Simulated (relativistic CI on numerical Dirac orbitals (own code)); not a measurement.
Computed by Dirac-Coulomb-Breit CI, separate exchange-only KLI orbitals for each configuration, model QED (radiative potential, 1s self-energy scaled to tabulated hydrogen-like ionisation energies), valence Slater integrals scaled by 0.85, P86 correlation energy added to each configuration (own radial code, finite nucleus).

CI space (outside the closed core 1s2): 2s2, 2s.2p, 2p2, 2p.3s, 2p.3p, 2s.3s, 2s.3p, 2s.3d, 2s.4s, 2s.4p, 2s.4d, 2s.4f, 2s.5s, 2s.5p, 2s.5d, 2s.5f, 2s.5g, 3s2, 3s.3p, 3p2. Levels of other configurations are missing.

At this charge configurations can still be misplaced by up to about 7 % of their energy. 27 of the 35 excited levels that our extract of the measured tables holds in this range could be paired (the sources list more); they are missed by 1562 cm⁻¹ on average and 5932 at most, and levels without a partner can miss by more.

Outline of the computed level scheme of F VI. Lowest level of each configuration: 2s2 1S_0 at 0.000 eV; 2s.2p 3P°_0 at 12.094 eV; 2p2 3P_0 at 31.450 eV; 2s.3s 3S_1 at 92.422 eV; 2s.3p 1P°_1 at 97.840 eV; 2s.3d 3D_1 at 100.503 eV; 2p.3s 3P°_0 at 108.039 eV; 2p.3p 1P_1 at 111.186 eV; 2s.4s 3S_1 at 122.625 eV.

Some strong electric-dipole decays among the lowest 36 levels: 2s.3d 3D_3 → 2s.2p 3P°_2 (1.4e+11 s⁻¹); 2s.3d 3D_2 → 2s.2p 3P°_1 (1.0e+11 s⁻¹); 2s.3d 1D_2 → 2s.2p 1P°_1 (9.8e+10 s⁻¹); 2s.3d 3D_1 → 2s.2p 3P°_0 (7.6e+10 s⁻¹); 2s.3p 1P°_1 → 2s2 1S_0 (6.4e+10 s⁻¹); 2s.3d 3D_1 → 2s.2p 3P°_1 (5.7e+10 s⁻¹); 2p.3p 1D_2 → 2s.2p 1P°_1 (5.6e+10 s⁻¹); 2p.3p 3P_0 → 2s.2p 3P°_1 (3.8e+10 s⁻¹).
